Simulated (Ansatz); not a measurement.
Stepwise reaction of `[Cl][In]([Br])[Br]` with hydrogen chloride, as a gas-phase model of exchange steps in deposition or etching. ΔE in kJ/mol; ΔG adds harmonic PBE0-D4 terms to CCSD(T)/CBS, at 1 bar.

Computed with Ansatz on PBE0-D4/def2-TZVP structures; ΔE is electronic, products minus reactants. CCSD(T)/CBS is the MP2 limit (def2-TZVPP, def2-QZVPP) plus CCSD(T) − MP2 in def2-TZVPP, frozen cores. This one scheme is used for every species. Functionals use def2-TZVPP. B3LYP here is the variant with VWN-RPA as its local correlation; programs differ in this. def2 core potentials past Kr. For Br, In outer-core shells are correlated without core-valence functions, which leaves a few kJ/mol of doubt a bond. Scalar relativity is left out up to krypton.

| step | reaction | PBE-D4 | B3LYP-D4 | ωB97M-V | CCSD(T)/CBS | ΔG(500 K) |
| --- | --- | --- | --- | --- | --- | --- |
| 1 | `[Cl][In]([Br])[Br]` + HCl → `[Cl][In]([Cl])[Br]` + HBr | 19.4 | 19.7 | 18.8 | 21.8 | 20.0 |
| 2 | `[Cl][In]([Cl])[Br]` + HCl → `[Cl][In]([Cl])[Cl]` + HBr | 19.5 | 19.7 | 19.0 | 22.0 | 24.7 |

**Question.** By hand: ΔE of the 2 steps together at CCSD(T)/CBS.

**Answer.** (21.8) + (22.0) = 43.8 kJ/mol, or 21.9 kJ/mol a step.

In ΔE the steps differ by no more than 0.2 kJ/mol. All are uphill at CCSD(T)/CBS. ΔG lies between 20.0 and 24.7 kJ/mol a step. PBE-D4 differs from CCSD(T)/CBS by -2.5 to -2.4 kJ/mol a step. Isolated molecules leave out the surface, adducts and barriers. Largest T1 diagnostic: 0.012.
